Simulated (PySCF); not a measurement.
PySCF 2.14 output of a UHF calculation on a single atom or ion in aug-cc-pCVTZ-DK with one added diffuse shell each of s, p, d, f type (8s7p5d3f, 75 functions), with the spin-free X2C one-electron Hamiltonian (Gaussian nucleus):

```
SCF conv_tol = 1e-09
number electrons alpha = 6  beta = 4
cycle= 1 E= -127.811129832978  delta_E= -0.00539  |g|= 0.0329  |ddm|= 0.21
cycle= 2 E= -127.812664153786  delta_E= -0.00153  |g|= 0.0188  |ddm|= 0.19
cycle= 3 E= -127.815310782806  delta_E= -0.00265  |g|= 0.0211  |ddm|= 0.52
cycle= 4 E= -127.817114204336  delta_E= -0.0018  |g|= 0.0235  |ddm|= 0.241
cycle= 5 E= -127.810520396412  delta_E= 0.00659  |g|= 0.00246  |ddm|= 1.25
cycle= 6 E= -127.810511871444  delta_E= 8.52e-06  |g|= 0.000746  |ddm|= 0.0433
cycle= 7 E= -127.810511891992  delta_E= -2.05e-08  |g|= 0.000198  |ddm|= 0.00644
cycle= 8 E= -127.810511903  delta_E= -1.1e-08  |g|= 2.16e-05  |ddm|= 0.00171
cycle= 9 E= -127.810511902945  delta_E= 5.53e-11  |g|= 5.06e-06  |ddm|= 0.000206
converged SCF energy = -127.810511902945  <S^2> = 2.0023442  2S+1 = 3.0015624
```

The run itself started from symmetry-adapted Hartree-Fock orbitals and held the occupation by maximum overlap, so the iterations belong to that start.

Question: Which element, charge and spin multiplicity is this?

Answer: Ne (neon, neutral), multiplicity 3; the state was [He] 2s2 2p5 3d1, one real determinant (an excited configuration).

⟨L²⟩ = 7.99 against 12 for a pure F term, so this real determinant mixes terms. The outer electron is Rydberg-like, and this basis confines it to a smaller radius and binds it less than a complete one would. At UHF the highest occupied level has a positive energy, so only the finite basis holds that electron; for this excited configuration the basis is too tight for the outer shell.
